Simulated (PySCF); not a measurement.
# `C[SiH2]CC(C)(C)F`, C5H13FSi

Geometry:
```
atom   x (Å)   y (Å)   z (Å)
  C1   3.177  -0.082  -0.662
 Si2   1.501   0.796  -0.515
  C3   0.185  -0.542  -0.153
  C4  -1.131  -0.013   0.406
  C5  -1.834   0.942  -0.549
  C6  -2.059  -1.150   0.831
  F7  -0.832   0.716   1.565
  H8   3.166  -0.841  -1.439
  H9   3.455  -0.569   0.269
 H10   3.961   0.627  -0.908
 H11   1.539   1.794   0.554
 H12   1.187   1.447  -1.799
 H13  -0.037  -1.112  -1.056
 H14   0.593  -1.250   0.572
 H15  -2.060   0.436  -1.483
 H16  -1.197   1.798  -0.752
 H17  -2.762   1.297  -0.104
 H18  -1.569  -1.775   1.574
 H19  -2.971  -0.748   1.266
 H20  -2.316  -1.761  -0.031
```

Computed, not measured: PySCF, GIAO BHandHLYP/pcSseg-1 magnetisability, rotational g tensor and spin-rotation constants, non-relativistic, gas phase. Geometry: GFN2-xTB.

Task: Give the nuclear spin-rotation constants along the inertial axes (H = +C I·J) beside the isotropic shieldings.

Result: Rotational constants 3.9156, 1.0888, 1.0485 GHz. A star marks the isotopologue with that one atom substituted, in its own axes.
| atom | isotope | Caa (kHz) | Cbb (kHz) | Ccc (kHz) | mean (kHz) | σ (ppm) |
| --- | --- | --- | --- | --- | --- | --- |
| F7 | 19F | 2.654 | 0.738 | 0.686 | 1.359 | 355.8 |
| H8 | 1H | -0.424 | -0.102 | -0.021 | -0.183 | 31.8 |
| H9 | 1H | -0.434 | -0.048 | -0.071 | -0.184 | 31.8 |
| H10 | 1H | -0.092 | -0.090 | -0.121 | -0.101 | 31.8 |
| H11 | 1H | -0.355 | -0.077 | 0.026 | -0.135 | 27.6 |
| H12 | 1H | -0.347 | -0.021 | -0.032 | -0.134 | 27.8 |
| H13 | 1H | -0.438 | -0.131 | 0.019 | -0.183 | 31.2 |
| H14 | 1H | -0.431 | 0.005 | -0.103 | -0.176 | 30.7 |
| H15 | 1H | -0.470 | -0.124 | 0.026 | -0.189 | 31.0 |
| H16 | 1H | -0.178 | -0.042 | -0.115 | -0.112 | 30.3 |
| H17 | 1H | 0.022 | -0.101 | -0.113 | -0.064 | 30.3 |
| H18 | 1H | -0.421 | -0.006 | -0.085 | -0.170 | 30.3 |
| H19 | 1H | 0.027 | -0.102 | -0.111 | -0.062 | 30.2 |
| H20 | 1H | -0.451 | -0.120 | 0.021 | -0.183 | 30.8 |
| C1 | 13C* | 0.431 | 0.114 | 0.105 | 0.216 | 192.9 |
| Si2 | 29Si* | -2.110 | -0.621 | -0.622 | -1.118 | 403.6 |
| C3 | 13C* | 0.535 | 0.188 | 0.181 | 0.301 | 157.1 |
| C4 | 13C* | 1.173 | 0.317 | 0.182 | 0.557 | 93.5 |
| C5 | 13C* | 0.692 | 0.152 | 0.169 | 0.338 | 156.9 |

For the geometry as given, no vibrational averaging.

Task: How do the rotational constants and the g tensor change when H8, H9, H10, H11, H12, H13, H14, H15, H16, H17, H18, H19, H20 are replaced by deuterium?

Result: Constants 3.0552, 0.9191, 0.8718 GHz; g -0.0126, -0.0040, -0.0024, against -0.0157, -0.0047, -0.0029 before.
